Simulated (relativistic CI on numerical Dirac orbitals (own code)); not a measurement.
Method of calculation: Dirac-Coulomb-Breit CI, orbitals from a KLI potential per configuration, QED by a radiative potential, valence Slater integrals scaled by 0.85, P86 correlation energy added to each configuration (own radial code, finite nucleus).

Configuration list (outside the closed core [Kr] 4d10): 5s2, 5s 5p, 5p2, 5s 5d, 5d2, 5s 6s, 5s 6p, 5p 5d, 4f2, 5s 7s, 5s 4f, 5s 6d, 5s 7p, 4f 5p, 5s 5f, 5s 5g, 5s 8s, 5s 7d, 5s 8p, 5s 6f, 5p 6s, 4f 5d. Levels of other configurations are missing.

Correlation outside the listed configurations is missing or only estimated: errors of thousands of cm⁻¹ between configurations and terms are usual at this charge. Rates and lifetimes follow the computed energies and can be off by large factors. The fine structure of a lone outer electron comes out too small, for d and f at times inverted, and misplaced configurations move strength between like terms. 32 of the 34 excited levels that our extract of the measured tables holds in this range could be paired (the sources list more); they are missed by 4162 cm⁻¹ on average and 6182 at most, and levels without a partner can miss by more.

Outline of the computed level scheme of Sn III. Lowest level of each configuration: 5s2 1S_0 at 0.0000 eV; 5s 5p 3P°_0 at 6.0734 eV; 5p2 1D_2 at 15.2120 eV; 5s 6s 3S_1 at 16.7639 eV; 5s 5d 3D_1 at 16.9409 eV; 5s 6p 3P°_0 at 19.1915 eV; 5s 4f 3F°_2 at 21.9824 eV; 5s 7s 3S_1 at 22.5506 eV; 5s 6d 3D_1 at 22.6786 eV.

Some strong electric-dipole decays among the lowest 30 levels: 5s 5d 1D_2 → 5s 5p 1P°_1 (4.5e+09 s⁻¹); 5p2 1S_0 → 5s 5p 1P°_1 (3.2e+09 s⁻¹); 5s 5d 3D_3 → 5s 5p 3P°_2 (3.0e+09 s⁻¹); 5s 5p 1P°_1 → 5s2 1S_0 (3.0e+09 s⁻¹); 5p2 3P_0 → 5s 5p 3P°_1 (2.7e+09 s⁻¹); 5s 5d 3D_2 → 5s 5p 3P°_1 (2.4e+09 s⁻¹); 5p2 3P_2 → 5s 5p 3P°_2 (2.0e+09 s⁻¹); 5s 5d 3D_1 → 5s 5p 3P°_0 (1.8e+09 s⁻¹).

Rates of lines that live on the mixing of spin multiplicities can be off by large factors.

LS names give the leading component of a level, which can be under half, so a name can repeat, a term be missing and a line seem to break the LS rules.
